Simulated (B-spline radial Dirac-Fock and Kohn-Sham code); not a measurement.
Two-hole binding energies of Mo¹⁴⁺

System: the Mo¹⁴⁺ ion in the configuration [Ar] 3d10.

Input file task.json (cfg lists n, l and occupation; rrms is the nuclear radius in fm):

```json
{"items": [{
  "Z": 42,
  "q": 14,
  "cfg": [[1, 0, 2], [2, 0, 2], [2, 1, 6], [3, 0, 2], [3, 1, 6], [3, 2, 10]],
  "A": 98,
  "rrms": 4.4091,
  "do": ["binding", "quiet", "double"]
}]}
```

Run with: `python xray_run.py task.json out`

These are calculated numbers from a B-spline atomic structure program; the model is Dirac-Fock energy differences between relaxed states, corrected for Breit and QED terms. U is the two-hole binding energy less the two single-hole energies, the effective repulsion of the holes after relaxation. Each two-hole energy is an average over J within one jj subconfiguration.

```
          holes  E(a) (eV)  E(b) (eV)  E(ab) (eV)  U (eV)
   1s⁻¹ 2p1/2⁻¹    20337.9     2956.7     23492.7   198.1
   1s⁻¹ 3d5/2⁻¹    20337.9      541.6     20942.8    63.4
   2s⁻¹ 2p1/2⁻¹     3200.8     2956.7      6273.6   116.0
   2s⁻¹ 2p3/2⁻¹     3200.8     2851.5      6166.6   114.2
2p1/2⁻¹ 2p3/2⁻¹     2956.7     2851.5           ?       ?
        2p3/2⁻²     2851.5     2851.5      5839.8   136.7
   2s⁻¹ 3p3/2⁻¹     3200.8      708.5      3970.2    60.9
   2s⁻¹ 3d5/2⁻¹     3200.8      541.6      3805.7    63.3
2p1/2⁻¹ 3p3/2⁻¹     2956.7      708.5      3727.8    62.6
2p3/2⁻¹ 3p1/2⁻¹     2851.5      726.7      3641.6    63.4
2p3/2⁻¹ 3d3/2⁻¹     2851.5      544.9      3461.0    64.6
        3p3/2⁻²      708.5      708.5      1466.9    49.9
3d3/2⁻¹ 3d5/2⁻¹      544.9      541.6      1139.7    53.3
        3d5/2⁻²      541.6      541.6      1135.8    52.7
```

Q: Give the missing two-hole energy and U.

A: E(ab) = 5944.2 eV and U = 136.0 eV.
